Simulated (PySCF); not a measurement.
C2H2Cl2F2, SMILES FC(F)C(Cl)Cl. Atoms are numbered in the order given.

```xyz
8

F     -1.4934    -1.3527     0.8352
C     -1.1401    -0.0893     0.4695
F     -1.6459     0.1677    -0.7587
C      0.3931     0.0159     0.4712
Cl     1.1080    -1.0889    -0.7293
Cl     0.8642     1.7213     0.1998
H     -1.5681     0.6352     1.2016
H      0.7759    -0.2796     1.4659
```

Coordinates come from a PBE-D3(BJ)/def2-SVP optimisation. One conformer was computed; it need not be the lowest.

Level of theory: PBE-D3(BJ)/def2-SVP (PySCF 2.14.0).

Frequencies are harmonic and unscaled.

Computed normal modes with their intensities:
| mode | ν (cm⁻¹) | IR (km/mol) | moving atoms (share of kinetic energy) |
|---|---|---|---|
| 1 | 79 | 0.9 | F 70 %, Cl 24 % |
| 2 | 185 | 2.0 | Cl 55 %, F 38 % |
| 3 | 200 | 0.7 | F 56 %, Cl 33 %, C 10 % |
| 4 | 264 | 1.3 | Cl 69 %, F 17 %, C 12 % |
| 5 | 373 | 2.0 | F 46 %, Cl 45 % |
| 6 | 527 | 9.9 | F 69 %, C 22 % |
| 7 | 638 | 72.0 | C 57 %, Cl 22 %, F 14 % |
| 8 | 724 | 8.1 | C 70 %, F 14 %, Cl 8 % |
| 9 | 789 | 92.1 | C 73 %, F 11 %, Cl 9 % |
| 10 | 948 | 12.9 | C 58 %, H 33 % |
| 11 | 1097 | 149.8 | C 54 %, F 30 %, H 15 % |
| 12 | 1154 | 86.6 | C 49 %, F 26 %, H 25 % |
| 13 | 1170 | 20.8 | H 86 %, C 11 % |
| 14 | 1230 | 10.7 | H 72 %, C 26 % |
| 15 | 1326 | 37.0 | H 66 %, C 33 % |
| 16 | 1356 | 32.8 | H 73 %, C 25 % |
| 17 | 2977 | 28.0 | H 92 % |
| 18 | 3062 | 2.9 | H 92 %, C 8 % |
